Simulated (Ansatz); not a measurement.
Relaxation of BCl2H4P (8 atoms, charge 0, multiplicity 1), to a largest force component of 0.03 eV/Å in at most 50 steps.

Level of theory: Ansatz, RKS PBE-D4/def2-SVPD.

```xyz
8
Properties=species:S:1:pos:R:3:forces:R:3
B 0.118 -0.124 0.186 -0.15 -0.68 0.78
Cl -0.146 -0.916 1.811 0.15 0.31 -0.90
Cl 1.647 -0.365 -0.643 -0.04 -0.02 0.04
H -0.825 0.350 -0.390 -0.01 -0.01 0.02
P 0.638 2.807 1.121 0.21 0.47 0.11
H 1.898 2.119 1.181 0.01 0.03 0.00
H 0.507 2.626 -0.296 -0.03 -0.04 -0.03
H -0.102 1.637 1.474 -0.13 -0.07 -0.02
```

Q: Where does it end, and by what steps?

A: The run converged. After 6 steps the energy has fallen by 0.154 eV; H8 moved furthest, 0.51 Å.

| step | energy less start (eV) | largest force component (eV/Å) | accepted |
| --- | --- | --- | --- |
| 0 | 0.0000 | 0.902 | yes |
| 1 | -0.1055 | 0.761 | yes |
| 2 | -0.1392 | 0.270 | yes |
| 3 | -0.0933 | 0.756 | no |
| 4 | -0.1427 | 0.262 | yes |
| 5 | -0.1502 | 0.064 | yes |
| 6 | -0.1539 | 0.027 | yes |

```xyz
8
Properties=species:S:1:pos:R:3
B 0.080 -0.457 0.107
Cl -0.120 -1.163 1.700
Cl 1.598 -0.625 -0.753
H -0.844 0.117 -0.413
P 0.758 3.124 1.153
H 1.883 2.234 1.271
H 0.547 2.783 -0.230
H -0.169 2.122 1.609
```

Run time: 3.8 s on 4 threads of AMD EPYC 9R45 96-Core Processor (Zen 5), on a shared host, peak memory 0.19 GiB.
